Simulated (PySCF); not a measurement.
# Scandium: a sound run and one with changed settings

Sound run: Sc⁺ [Ar] 3d1 4s1, Sc²⁺ [Ar] 3d1. Computed with PySCF 2.14 in x2c-TZVPall (6s5p4d1f, 48 functions), with the spin-free X2C one-electron Hamiltonian (Gaussian nucleus). The sound run starts from symmetry-adapted Hartree-Fock orbitals and uses a fine grid where one is needed.

A second run was set up differently.

| species | method | sound run (hartree) | changed run (hartree) | converged |
| --- | --- | --- | --- | --- |
| Sc⁺ | UHF | -763.07766 | -763.07766 | yes |
| Sc⁺ | TPSS | -763.95932 | -763.96124 | yes |
| Sc⁺ | B3LYP | -763.95853 | -763.95496 | yes |
| Sc²⁺ | UHF | -762.62829 | -762.62829 | yes |
| Sc²⁺ | TPSS | -763.48841 | -763.48165 | yes |
| Sc²⁺ | B3LYP | -763.47641 | -763.47025 | yes |

Ionisation energy of Sc⁺:

```json
{"method": "UHF", "sound run (eV)": "12.228", "changed run (eV)": "12.228"}
{"method": "B3LYP", "sound run (eV)": "13.119", "changed run (eV)": "13.190"}
```

(1) What was changed?
A. minimal basis
B. a valence shell is frozen
C. angular grid far too coarse
D. too few SCF iterations

Results:

(1) C. It used 14 angular points. A coarse angular grid integrates products of high-l functions wrongly, so density functionals can shift, and the SCF can exploit the error; Hartree-Fock and MP2 need no grid.
